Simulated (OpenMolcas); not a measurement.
**d9 ions of charge +2 down a group with 6 ammonia ligands in octahedral coordination**

```yaml
Program: OpenMolcas 26.06
Method: SS-CASPT2, IPEA 0.25 Eh, imaginary shift 0.1 Eh
Spin-orbit_coupling: RASSI with atomic mean-field integrals over the reference wave functions
```

The d shell is active; CASPT2 correlates the ligand valence shells and the outer metal core. Anionic complexes are neutralised by point charges behind the ligands. Distances were set from a Shannon-type radius of the metal (high-spin where two are listed, low-spin for CN, NH3 and NCH) plus a fixed donor radius (NH3 1.42 Å). Ligand basis ANO-RCC-VDZP, DKH2 Hamiltonian. Energies in cm-1 above the lowest state or level, χT in cm3 K/mol. Spin-only χT is S(S+1) / 2 for the spin of the ground state.

```
 Ion  Shell  R (Å)   Metal basis  Ground state  First state of that spin  First gap with spin-orbit (degeneracies)  χT at 300 K  Spin-only χT
Cu2+    3d9   2.15  ANO-RCC-VTZP      2S+1 = 2                     10710                                  2 (2, 2)        0.509         0.375
Ag2+    4d9   2.36  ANO-RCC-VTZP      2S+1 = 2                     17860                                  0 (2, 2)        0.508         0.375
```

χT departs most from the spin-only value for Cu2+, by +0.134 cm3 K/mol.

Roots that are degenerate in the reference are averaged as groups; the widest CASPT2 spread within a group is 46 cm-1 (the 2-fold group of multiplicity 2 near 0 cm-1 above the lowest state of its run, Ag2+). Shifts and gaps below about the spread of the groups concerned are not significant. Over all roots computed the reference weight is 0.69 in Cu2+, 0.68 to 0.69 in Ag2+; a low but even weight reflects the number of correlated electrons. An orbital doublet at a regular site is open to a Jahn-Teller distortion, which this geometry leaves out. Ligand-to-metal charge-transfer states are missing. A single d shell leaves out the double-shell effect, which counts most for late 3d ions, where the CASPT2 field can be off either way by tens of per cent (holds for Cu2+). With one d shell and no ligand orbital active, 10Dq can be off by tens of per cent for divalent 3d ions, low with halides held by bare charges and at times high in hosts, and the orbital part of g and χT goes as 1/10Dq (holds for Cu2+). Free-ion shares, where given, are those of the reference states; single-state CASPT2 does not remix them (holds for Cu2+). With one d shell and no ligand orbital active, 10Dq can be off by a tenth or more (holds for Ag2+). No measured value stands beside these numbers; the geometry was imposed, not optimised, and the real ion may take another.

A state without a sure symmetry label is named by its multiplicity alone.
